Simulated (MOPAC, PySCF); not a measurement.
Constitutional and geometric isomers with formula C2H3BO. Isolated molecules, 0 K electronic values unless said otherwise. One relaxed conformer stands for each flexible species; it need not be the lowest. Strings in code marks are SMILES.

Quantity: electronic energy of isomers of C2H3BO relative to `C=CB=O`, in kcal/mol. Semi-empirical values (MOPAC) are differences of heats of formation.

Level 1: B3LYP/6-311+G** // PBE-D3(BJ)/def2-TZVP (PySCF)
Level 2: PBE/6-31G* // PBE-D3(BJ)/def2-TZVP (PySCF)
Level 3: SVWN5/6-31G* // PBE-D3(BJ)/def2-TZVP (PySCF)
Level 4: AM1 // PBE-D3(BJ)/def2-TZVP (MOPAC)

```tsv
species	level 1	level 2	level 3	level 4
`OC1=CB1` (H–O–C–C torsion 180°)	61.2	57.5	52.1	87.7
`C=C1BO1`	52.4	44.6	41.6	70.2
`OB1C=C1` (H–O–B–C torsion 180°)	30.5	30.9	25.8	59.1
`B=CC=O`	69.8	67.4	68.1	80.3
`BOC#C`	65.7	65.3	63.3	67.3
`[H]/B=C1\CO1`	113.9	104.7	102.3	136.6
`B1[C@@H]2O[C@H]12`	101.1	88.2	83.1	137.6
`B=C=CO`	81.9	81.5	79.0	103.3
`C=BC=O`	73.0	70.7	72.5	86.7
```
